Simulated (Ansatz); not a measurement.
Eight cases of atomisation energy with Al to Br (electronic energies, kcal/mol), geometries: B3LYP-D3(BJ)/def2-TZVP. Functionals by Ansatz (a first-principles code) in def2-TZVPD; columns hold the difference against the high level (Ansatz, AFQMC by cisd_afqmc): A = CCSD(T)/CBS(cc-pV(Q+d)Z,cc-pV(5+d)Z) + [CCSDT(Q) - CCSD(T)]/cc-pV(T+d)Z + core + X2C; B = CCSD(T)/CBS(cc-pV(T+d)Z,cc-pV(Q+d)Z) + [CCSDT(Q) - CCSD(T)]/cc-pV(D+d)Z + core + X2C; C = CCSD(T)/CBS(cc-pVQZ,cc-pV5Z) + [CCSDT(Q) - CCSD(T)]/cc-pVTZ; D = CCSD(T)/CBS(cc-pVQZ,cc-pV5Z) + [CCSDT(Q) - CCSD(T)]/cc-pVTZ + [CCSDTQ - CCSDT(Q)]/cc-pVDZ; E = CCSD(T)/CBS(cc-pVTZ,cc-pVQZ) + [CCSDT(Q) - CCSD(T)]/cc-pVDZ. The cases were drawn at random from those of this class that have a high level and all functionals, leaving out states under which another spin lies or may lie. Left out are anions, K, Ca, elements past Kr, ionisation of Li, Na and Mg, pi-pi* triplets of linear molecules and other triplets made from a closed-shell parent. Runs that doubt their state, and full CI more than 15 mEh from coupled cluster, are set aside; a case stays where another high level and all functionals remain. AFQMC serves as high level only in triple zeta or larger, with a steady walk, a bar under 0.8 kcal/mol and agreement with other high levels or trials where they ran; where none ran, an unstable determinant or (outside 3d species) a high T1 diagnostic also bars it, so strongly correlated cases are thinned. No case was kept or dropped by the size of a functional's miss. Each difference is the functional minus the high level; affinities count positive where energy is released, gaps as the second state minus the first. Radicals and triplets start from unrestricted determinants; spin-orbit coupling is neglected. Cores are frozen in correlated methods (noble-gas shells, and filled d and f shells in the p block). Rows without X2C or -DK are non-relativistic. CBS(X,Y): correlation extrapolated as X^-3, Hartree-Fock from the larger set (Q,5: extrapolated as (X+1)exp(-9√X)). A bracket is a step between two methods taken in the basis named. The functionals are non-relativistic, so their misses hold any scalar relativity. 'core' is core correlation in cc-pwCVTZ (1s frozen past Ne), 'X2C' scalar relativity in cc-pVTZ-DK, both at CCSD(T). Where a partner has so few electrons that a lower coupled-cluster level is exact, that level stands in. Spin-orbit terms, left out, reach several kcal/mol for Br and I, and more for heavier atoms. The UHF reference of C2H5Ge ([H]/[C]=[CH]/[GeH3], doublet) is spin-contaminated (<S^2> up to 0.17 over the pure value in the sets run).

```json
[
 {"case": "H2GeOF (SMILES [OH][GeH][F], doublet)", "level": "E", "value": "379.3"},
 {"case": "C2H5Ge (SMILES [H]/[C]=[CH]/[GeH3], doublet)", "level": "E", "value": "625.0"},
 {"case": "AlPH4 (SMILES [AlH2][PH2])", "level": "A", "value": "353.5"},
 {"case": "HGeOF (SMILES [OH][Ge][F])", "level": "C", "value": "344.3"},
 {"case": "BNH2Br (SMILES BrB[NH], doublet)", "level": "E", "value": "373.3"},
 {"case": "SiH3S2 (SMILES [S][SiH2]S, doublet)", "level": "B", "value": "398.1"},
 {"case": "H2SiOF (SMILES [O][SiH2]F, doublet)", "level": "B", "value": "401.1"},
 {"case": "GeH3Br (bromogermane, SMILES [GeH3][Br])", "level": "D", "value": "295.2"}
]
```

Task: Predict the difference of PBE, PBE0, CAM-B3LYP for each case and sum up.

Result: 
| case | PBE | PBE0 | CAM-B3LYP |
|---|---|---|---|
| H2GeOF (SMILES [OH][GeH][F], doublet) | 2.7 | -12.5 | -5.0 |
| C2H5Ge (SMILES [H]/[C]=[CH]/[GeH3], doublet) | 8.8 | 1.0 | 1.7 |
| AlPH4 (SMILES [AlH2][PH2]) | -6.1 | -7.2 | 0.7 |
| HGeOF (SMILES [OH][Ge][F]) | 6.5 | -11.4 | -3.4 |
| BNH2Br (SMILES BrB[NH], doublet) | 18.8 | 7.9 | 6.7 |
| SiH3S2 (SMILES [S][SiH2]S, doublet) | -0.6 | -5.4 | -7.3 |
| H2SiOF (SMILES [O][SiH2]F, doublet) | 0.7 | -10.4 | 0.2 |
| GeH3Br (bromogermane, SMILES [GeH3][Br]) | -6.4 | -6.3 | -3.9 |
PBE: mean +3.0, mean absolute 6.3, median absolute 6.2, largest +18.8; PBE0: mean -5.5, mean absolute 7.8, median absolute 7.5, largest -12.5; CAM-B3LYP: mean -1.3, mean absolute 3.6, median absolute 3.7, largest -7.3 kcal/mol. PBE lies above in 5 and below in 3 of the eight.
